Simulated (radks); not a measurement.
All-electron atom: Yb+ in [Xe] 4f14 6s1. All-electron calculation, Dirac Kohn-Sham, AM05, spin-unpolarised, spherical densities, point nucleus. Program: a radial shooting solver on a logarithmic mesh with Libxc functionals.

Unscreened Slater integrals over Kohn-Sham orbitals (cm^-1). Large and small components are both included.

| integral | value |
|---|---|
| F0(6s1/2,6s1/2) | 55892 |
| F0(6s1/2,4f7/2) | 72873 |
| G3(6s1/2,4f7/2) | 2693.3 |
| F0(6s1/2,4f5/2) | 72988 |
| G3(6s1/2,4f5/2) | 2548.9 |
| F0(6s1/2,5p3/2) | 69550 |
| G1(6s1/2,5p3/2) | 5969.5 |
| F0(4f7/2,4f7/2) | 263400 |
| F2(4f7/2,4f7/2) | 121010 |
| F4(4f7/2,4f7/2) | 75176 |
| F6(4f7/2,4f7/2) | 53884 |
| F0(4f7/2,4f5/2) | 266600 |
| F2(4f7/2,4f5/2) | 122730 |
| F4(4f7/2,4f5/2) | 76290 |
| G2(4f7/2,4f5/2) | 122370 |
| G4(4f7/2,4f5/2) | 76078 |
| G6(4f7/2,4f5/2) | 54545 |
| F0(4f7/2,5p3/2) | 160720 |
| F2(4f7/2,5p3/2) | 52966 |
| G2(4f7/2,5p3/2) | 28438 |
| G4(4f7/2,5p3/2) | 21471 |
| F0(4f5/2,4f5/2) | 269880 |
| F2(4f5/2,4f5/2) | 124520 |
| F4(4f5/2,4f5/2) | 77455 |
| F0(4f5/2,5p3/2) | 161580 |
| F2(4f5/2,5p3/2) | 52437 |
| G2(4f5/2,5p3/2) | 27468 |
| G4(4f5/2,5p3/2) | 20864 |
| F0(5p3/2,5p3/2) | 133480 |
| F2(5p3/2,5p3/2) | 71297 |
